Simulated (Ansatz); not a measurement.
Ansatz (a quantum-chemistry and plane-wave program) input file for C4H2BrF, SMILES F/C(=C/Br)C#C, PBE/def2-SVPD. Geometry: B3LYP-D3(BJ)/def2-SVP. The structure was generated by enumeration; whether it is a known compound was not checked.

Ansatz 0.2 input:
```yaml
crystal:
  periodic: [false, false, false]
  atoms:
    - {symbol: C, position_ang: [-1.97308077, 2.05948222, 0.00000000]}
    - {symbol: C, position_ang: [-0.81834877, 1.68874980, 0.00000000]}
    - {symbol: C, position_ang: [0.53868347, 1.26522568, 0.00000000]}
    - {symbol: F, position_ang: [1.44395247, 2.26081988, 0.00000000]}
    - {symbol: C, position_ang: [0.99273387, 0.00002532, 0.00000000]}
    - {symbol: Br, position_ang: [-0.12863322, -1.50307268, 0.00000000]}
    - {symbol: H, position_ang: [-2.99733388, 2.38319663, 0.00000000]}
    - {symbol: H, position_ang: [2.06399761, -0.20393009, 0.00000000]}
basis:
  gaussian:
    orbitals: def2-SVPD
hamiltonian:
  xc: {name: PBE}
```

Program output:

```
Functional definition: PBE
integrals: 0.10 GiB planned
1428 factors; their error is unknown
mean field: 0.63 GiB planned
mean field evaluation 1: about -76901.0994 eV, gradient 5.6e1 eV
mean field evaluation 2: about -76890.4996 eV, gradient 8.1e1 eV
mean field evaluation 4: about -76908.7033 eV, gradient 1.7e1 eV
mean field evaluation 8: about -76909.4117 eV, gradient 2.0e-1 eV
mean field evaluation 16: about -76909.3420 eV, gradient 2.1e-4 eV
mean field -76909.34203870 eV, -2826.3661888979 hartree, gradient 3.7e-5 eV, S^2 0.000000; 0 other end points of the search recorded, 0 dependent functions left out
reference -76909.34209488 eV, -2826.3661909624 hartree; 35, 35 occupied and 125, 125 virtual orbitals, 1428 factors
Total energy: -76909.34209488 eV, -2826.3661909624 hartree
```

The run converged.
